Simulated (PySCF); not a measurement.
cyclotrisilazane (H$_{9}$N$_{3}$Si$_{3}$), singlet, at a GFN2-xTB geometry; PBE/def2-SV(P) (PySCF).

The PySCF input:
```python
from pyscf import gto, scf, dft

mol = gto.M(
    atom='''
Si    1.680548   -0.424967   -0.525960
N     0.502902   -1.528326    0.083771
Si   -1.175621   -1.310262    0.417014
N    -1.460436    0.384865    0.562605
Si   -0.548396    1.723693   -0.030265
N     1.060958    1.171053   -0.314183
H     1.940001   -0.689110   -1.953842
H     2.911939   -0.563009    0.264480
H     0.816665   -2.482004    0.137400
H    -1.992763   -1.882461   -0.669625
H    -1.490307   -1.949024    1.702318
H    -2.367973    0.625472    0.922028
H    -0.516099    2.763327    1.007603
H    -1.139888    2.242990   -1.277816
H     1.723030    1.902186   -0.508936
''',
    basis='def2-sv(p)',
    charge=0,
    spin=0,
    verbose=4,
)

mf = dft.RKS(mol)
mf.xc = 'pbe'
mf.kernel()
mf.analyze()
```

Problem. Predict the main parts of the log of this PySCF run.

Solution. 
```
PySCF version 2.14.0

[INPUT] verbose = 4
[INPUT] num. atoms = 15
[INPUT] num. electrons = 72
[INPUT] charge = 0
[INPUT] spin (= nelec alpha-beta = 2S) = 0
[INPUT] symmetry False subgroup None
[INPUT] Mole.unit = angstrom
[INPUT] Symbol           X                Y                Z      unit          X                Y                Z       unit  Magmom
[INPUT]  1 Si     1.680548000000  -0.424967000000  -0.525960000000 AA    3.175775459186  -0.803071241978  -0.993920352476 Bohr   0.0
[INPUT]  2 N      0.502902000000  -1.528326000000   0.083771000000 AA    0.950347047496  -2.888117569052   0.158304247181 Bohr   0.0
[INPUT]  3 Si    -1.175621000000  -1.310262000000   0.417014000000 AA   -2.221601716287  -2.476036331425   0.788042250109 Bohr   0.0
[INPUT]  4 N     -1.460436000000   0.384865000000   0.562605000000 AA   -2.759824062455   0.727289444931   1.063169366311 Bohr   0.0
[INPUT]  5 Si    -0.548396000000   1.723693000000  -0.030265000000 AA   -1.036318247807   3.257307692830  -0.057192561160 Bohr   0.0
[INPUT]  6 N      1.060958000000   1.171053000000  -0.314183000000 AA    2.004920049666   2.212969447350  -0.593719822994 Bohr   0.0
[INPUT]  7 H      1.940001000000  -0.689110000000  -1.953842000000 AA    3.666070571382  -1.302229169699  -3.692226270672 Bohr   0.0
[INPUT]  8 H      2.911939000000  -0.563009000000   0.264480000000 AA    5.502767201440  -1.063932815665   0.499794765425 Bohr   0.0
[INPUT]  9 H      0.816665000000  -2.482004000000   0.137400000000 AA    1.543273185518  -4.690307800075   0.259648369515 Bohr   0.0
[INPUT] 10 H     -1.992763000000  -1.882461000000  -0.669625000000 AA   -3.765776301167  -3.557335730175  -1.265407856162 Bohr   0.0
[INPUT] 11 H     -1.490307000000  -1.949024000000   1.702318000000 AA   -2.816272071522  -3.683121570204   3.216914796917 Bohr   0.0
[INPUT] 12 H     -2.367973000000   0.625472000000   0.922028000000 AA   -4.474820440365   1.181970778584   1.742380399180 Bohr   0.0
[INPUT] 13 H     -0.516099000000   2.763327000000   1.007603000000 AA   -0.975285763162   5.221931222616   1.904093712290 Bohr   0.0
[INPUT] 14 H     -1.139888000000   2.242990000000  -1.277816000000 AA   -2.154076132678   4.238636800138  -2.414722277587 Bohr   0.0
[INPUT] 15 H      1.723030000000   1.902186000000  -0.508936000000 AA    3.256054804409   3.594610577982  -0.961749654932 Bohr   0.0

nuclear repulsion = 473.520009424761
number of shells = 60
number of NR pGTOs = 216
number of NR cGTOs = 114
basis = def2-sv(p)
ecp = {}

******** <class 'pyscf.dft.rks.RKS'> ********
method = RKS
initial guess = minao
damping factor = 0
level_shift factor = 0
DIIS = <class 'pyscf.scf.diis.CDIIS'>
diis_start_cycle = 1
diis_space = 8
diis_damp = 0
SCF conv_tol = 1e-09
SCF conv_tol_grad = None
SCF max_cycles = 50
direct_scf = True
direct_scf_tol = 1e-13
XC library pyscf.dft.libxc version 7.1.2
    S. Lehtola, C. Steigemann, M. J. T. Oliveira, and M. A. L. Marques,  SoftwareX 7, 1–5 (2018)
XC functionals = pbe
    J. P. Perdew, K. Burke, and M. Ernzerhof,  Phys. Rev. Lett. 77, 3865 (1996)
    J. P. Perdew, K. Burke, and M. Ernzerhof,  Phys. Rev. Lett. 78, 1396 (1997)
    J. P. Perdew, K. Burke, and M. Ernzerhof,  Phys. Rev. Lett. 77, 3865 (1996)
    J. P. Perdew, K. Burke, and M. Ernzerhof,  Phys. Rev. Lett. 78, 1396 (1997)
radial grids:
    Treutler-Ahlrichs [JCP 102, 346 (1995); DOI:10.1063/1.469408] (M4) radial grids

becke partition: Becke, JCP 88, 2547 (1988); DOI:10.1063/1.454033
pruning grids: <function nwchem_prune>
grids dens level: 3
symmetrized grids: False
atomic radii adjust function: <function treutler_atomic_radii_adjust>
small_rho_cutoff = 0
Set gradient conv threshold to 3.16228e-05
Initial guess from minao.
tot grids = 187520
init E= -1037.65553183272
  HOMO = -0.295343497279666  LUMO = -0.0406951883967816  gap/eV = 6.92933
cycle= 1 E= -1037.0224637084  delta_E= 0.633  |g|= 0.878  |ddm|= 3.87
  HOMO = -0.08653630192477  LUMO = 0.037828939635993  gap/eV = 3.38415
cycle= 2 E= -1036.5587349991  delta_E= 0.464  |g|= 1.64  |ddm|= 2.57
  HOMO = -0.206534784603434  LUMO = 0.000928864437094667  gap/eV = 5.64537
cycle= 3 E= -1037.18895628552  delta_E= -0.63  |g|= 0.0936  |ddm|= 1.94
  HOMO = -0.20426821083185  LUMO = 0.00489145987402106  gap/eV = 5.69152
cycle= 4 E= -1037.19184907755  delta_E= -0.00289  |g|= 0.0202  |ddm|= 0.195
  HOMO = -0.20592770225748  LUMO = 0.00297915253595206  gap/eV = 5.68465
cycle= 5 E= -1037.19199235976  delta_E= -0.000143  |g|= 0.00602  |ddm|= 0.0438
  HOMO = -0.205447359097024  LUMO = 0.00329689771859801  gap/eV = 5.68022
cycle= 6 E= -1037.19200288422  delta_E= -1.05e-05  |g|= 0.00146  |ddm|= 0.0088
  HOMO = -0.205405845469556  LUMO = 0.00336674329012115  gap/eV = 5.68099
cycle= 7 E= -1037.19200331111  delta_E= -4.27e-07  |g|= 0.000685  |ddm|= 0.00205
  HOMO = -0.205404664968909  LUMO = 0.00337105476128337  gap/eV = 5.68108
cycle= 8 E= -1037.19200341635  delta_E= -1.05e-07  |g|= 8.34e-05  |ddm|= 0.000718
  HOMO = -0.205406790400385  LUMO = 0.00336816051734002  gap/eV = 5.68106
cycle= 9 E= -1037.19200341836  delta_E= -2.01e-09  |g|= 1.52e-05  |ddm|= 0.000142
  HOMO = -0.205408351686404  LUMO = 0.00336688364767295  gap/eV = 5.68106
cycle= 10 E= -1037.19200341844  delta_E= -7.75e-11  |g|= 3.14e-06  |ddm|= 3.37e-05
  HOMO = -0.205408724873479  LUMO = 0.00336668575148791  gap/eV = 5.68107
Extra cycle  E= -1037.19200341844  delta_E= 2.27e-12  |g|= 4.28e-06  |ddm|= 1.31e-05
converged SCF energy = -1037.19200341844
**** SCF Summaries ****
Total Energy =                       -1037.192003418437935
Nuclear Repulsion Energy =             473.520009424761326
One-electron Energy =                -2375.866159984358092
Two-electron Energy =                  865.154147141158774
Two-electron Coulomb Energy =          951.564734782937308
DFT Exchange-Correlation Energy =      -86.410587641778534
HOMO-LUMO gap [eV] =                     5.681068289999991
**** MO energy ****
MO #1   energy= -65.4135895614907  occ= 2
MO #2   energy= -65.4135495611238  occ= 2
MO #3   energy= -65.4135399023115  occ= 2
MO #4   energy= -13.9611487899777  occ= 2
MO #5   energy= -13.9611446751029  occ= 2
MO #6   energy= -13.9611106347282  occ= 2
MO #7   energy= -5.06467909316505  occ= 2
MO #8   energy= -5.0646626935822   occ= 2
MO #9   energy= -5.06465851326794  occ= 2
MO #10  energy= -3.48054158959798  occ= 2
MO #11  energy= -3.48051243985852  occ= 2
MO #12  energy= -3.48050968880677  occ= 2
MO #13  energy= -3.47937720825887  occ= 2
MO #14  energy= -3.47930550169108  occ= 2
MO #15  energy= -3.47929813147602  occ= 2
MO #16  energy= -3.47742964286246  occ= 2
MO #17  energy= -3.47742461738151  occ= 2
MO #18  energy= -3.4773971454208   occ= 2
MO #19  energy= -0.778526375997424 occ= 2
MO #20  energy= -0.745420214632325 occ= 2
MO #21  energy= -0.745415104482317 occ= 2
MO #22  energy= -0.49452472399494  occ= 2
MO #23  energy= -0.494415254751197 occ= 2
MO #24  energy= -0.483933345744407 occ= 2
MO #25  energy= -0.388375558144729 occ= 2
MO #26  energy= -0.386823106314242 occ= 2
MO #27  energy= -0.386555641761781 occ= 2
MO #28  energy= -0.364612661916941 occ= 2
MO #29  energy= -0.342144562581318 occ= 2
MO #30  energy= -0.314463697148315 occ= 2
MO #31  energy= -0.313966101956895 occ= 2
MO #32  energy= -0.300364928440457 occ= 2
MO #33  energy= -0.299873998267396 occ= 2
MO #34  energy= -0.212684719509863 occ= 2
MO #35  energy= -0.21257664988198  occ= 2
MO #36  energy= -0.205408724873479 occ= 2
MO #37  energy= 0.00336668575148791 occ= 0
MO #38  energy= 0.00358766050769958 occ= 0
MO #39  energy= 0.0122488274925581 occ= 0
MO #40  energy= 0.0574049343352575 occ= 0
MO #41  energy= 0.0576452162105286 occ= 0
MO #42  energy= 0.0669054768391798 occ= 0
MO #43  energy= 0.0675101940704382 occ= 0
MO #44  energy= 0.0884419604795269 occ= 0
 ** Mulliken pop on meta-lowdin orthogonal AOs  **
 ** Mulliken pop  **
 ** Mulliken atomic charges  **
charge of    0Si =      0.81874
charge of    1N =     -0.75972
charge of    2Si =      0.81784
charge of    3N =     -0.75928
charge of    4Si =      0.81784
charge of    5N =     -0.75972
charge of    6H =     -0.14757
charge of    7H =     -0.13222
charge of    8H =      0.22062
charge of    9H =     -0.14802
charge of   10H =     -0.13093
charge of   11H =      0.22076
charge of   12H =     -0.13093
charge of   13H =     -0.14802
charge of   14H =      0.22062
Dipole moment(X, Y, Z, Debye):  0.03720,  0.01408,  0.14738
```
